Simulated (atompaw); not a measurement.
# Reading a pseudo-wave (aluminium)

Columns: radius, all-electron u(r) and pseudo u(r) of the 3p shell (level -3.41 eV) of aluminium in the configuration [Ne] 3s1 3p2; LDA (PW92), scalar-relativistic, PAW (atompaw) scheme, atompaw 4.2.0.5.

| r (bohr) | all-electron | pseudo |
| --- | --- | --- |
| 0.098 | -0.0770 | 0.0032 |
| 0.196 | -0.1734 | 0.0128 |
| 0.294 | -0.2239 | 0.0284 |
| 0.392 | -0.2281 | 0.0497 |
| 0.490 | -0.1991 | 0.0759 |
| 0.588 | -0.1491 | 0.1063 |
| 0.687 | -0.0868 | 0.1405 |
| 0.785 | -0.0199 | 0.1768 |
| 0.883 | 0.0480 | 0.2146 |
| 0.981 | 0.1143 | 0.2530 |
| 1.079 | 0.1771 | 0.2911 |
| 1.177 | 0.2354 | 0.3282 |
| 1.275 | 0.2888 | 0.3635 |
| 1.373 | 0.3370 | 0.3965 |
| 1.471 | 0.3800 | 0.4268 |
| 1.569 | 0.4179 | 0.4542 |
| 1.667 | 0.4509 | 0.4784 |
| 1.765 | 0.4792 | 0.4994 |
| 1.863 | 0.5031 | 0.5174 |
| 1.962 | 0.5230 | 0.5325 |
| 2.060 | 0.5389 | 0.5447 |
| 2.158 | 0.5512 | 0.5544 |
| 2.256 | 0.5603 | 0.5617 |
| 2.354 | 0.5665 | 0.5669 |
| 2.452 | 0.5700 | 0.5701 |
| 2.550 | 0.5711 | 0.5711 |

How many radial nodes do the two functions have?

The all-electron 3p function has n − l − 1 = 1; the pseudo-wave has 0, since the states of the same l below it are removed with the core.

Is the pseudo-wave norm-conserving?

No, it belongs to a PAW set: the norm inside the radius is not constrained, and the difference is carried by the augmentation charge.
